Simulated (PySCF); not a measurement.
## Two-component Hartree-Fock for Mg (magnesium, neutral)

Start: [Ne] 3s2. Calculated with PySCF 2.14 in an even-tempered Gaussian basis (20 s from 0.0085 bohr⁻², ratio 2.8; 13 p from 0.011 bohr⁻², ratio 2.8; 6 d from 0.16 bohr⁻², ratio 3): generalised Hartree-Fock with the X2C-1e Hamiltonian and a Gaussian nucleus; one run each with spin-orbit coupling (SO) switched off, then screened by Boettger's factors.

| spinor shell | electrons | ε, spin-free (eV) | ε, screened SO (eV) | weight of nominal j (screened SO) | rms radius, screened SO (bohr) |
| --- | --- | --- | --- | --- | --- |
| 1s1/2 | 2 | -1336.5 | -1336.5 | 1.000 | 0.151 |
| 2s1/2 | 2 | -102.85 | -102.85 | 1.000 | 0.754 |
| 2p1/2 | 2 | -62.062 | -62.277 | 1.000 | 0.772 |
| 3s1/2 | 2 | -6.897 | -6.897 | 1.000 | 3.52 |

**Question.** Where does 2p3/2 lie, and what is the 2p spin-orbit splitting (screened SO)?

**Answer.** At -61.955 eV, 0.322 eV above 2p1/2.

| quantity | spin-free | screened SO |
| --- | --- | --- |
| E (hartree) | -199.91857 | -199.91866 |
| M_J | 0 | 0 |
| ⟨J²⟩ | 0.000 | 0.000 |
| ⟨L²⟩ | 0.000 | 0.000 |
| ⟨S²⟩ | 0.000 | 0.000 |

Without spin-orbit coupling the j labels of p, d and f shells carry no meaning; the spin-free column gives the mean over the occupied spinors of each nl shell.
